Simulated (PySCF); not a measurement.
Species: CH10N2SSi3.
Cartesian coordinates in Å at the GFN2-xTB level; atoms count from 1:
```xyz
17
CH10N2SSi3 angstrom
C     -2.3152   -0.0832    1.1943
N     -1.9657    0.8380    0.4286
Si    -0.5500    1.0052   -0.5462
S      0.2767    2.8706    0.1085
N      0.6583   -0.2250   -0.4105
Si     2.2900    0.1450    0.1186
Si     0.1997   -1.8735   -0.7414
H     -1.7374   -0.9988    1.3572
H     -3.2507    0.0081    1.7396
H     -1.0344    1.1437   -1.9127
H     -0.8907    3.4209    0.4006
H      2.7769    1.2722   -0.6704
H      3.0697   -1.0632   -0.1384
H      2.2629    0.4518    1.5496
H      1.0688   -2.3971   -1.7923
H     -1.1934   -1.8461   -1.1854
H      0.3275   -2.6567    0.4903
```

Computed at PBE0/pcSseg-1 (PySCF, non-relativistic), with Q(14N) = 0.02044 b, Q(33S) = −0.0678 b: N2, 14N (I = 1): χzz = -4.838 MHz, η = 0.818; S4, 33S (I = 3/2): χzz = 31.95 MHz, η = 0.858; N5, 14N (I = 1): χzz = -2.835 MHz, η = 0.076.

Task: Find the zero-field quadrupole resonance frequencies of 14N at N2.

Result: From ν± = (3/4)|χ|(1 ± η/3) and ν0 = |χ|η/2: ν+ 4.618 MHz, ν− 2.639 MHz, ν0 1.980 MHz (C=N nitrogen).

Task: Where would the pure quadrupole (NQR) lines of 33S at S4 fall for the rigid, isolated species?

Result: From ν = (|χ|/2)√(1 + η²/3): ν = 17.83 MHz (sulfur bonded to Si and H).

Task: Find the zero-field quadrupole resonance frequencies of 14N at N5.

Result: From ν± = (3/4)|χ|(1 ± η/3) and ν0 = |χ|η/2: ν+ 2.180 MHz, ν− 2.073 MHz, ν0 0.107 MHz (nitrogen bridging silicon atoms).

In a crystal, neighbours and librations shift these lines. GFN2-xTB bond lengths can be off by several hundredths of an ångström, more for odd bonds, and the gradients follow them. With a basis this small, the couplings can be 20 % off.

The run behind these numbers computed NMR shieldings as well. Time: 62 s wall (with the writing of density and orbital grids); peak memory 0.85 GiB. Hardware: an Arm Neoverse V1 with one thread, shared host with 32 logical CPUs at a one-minute load of 28.

One conformer stands for the species.
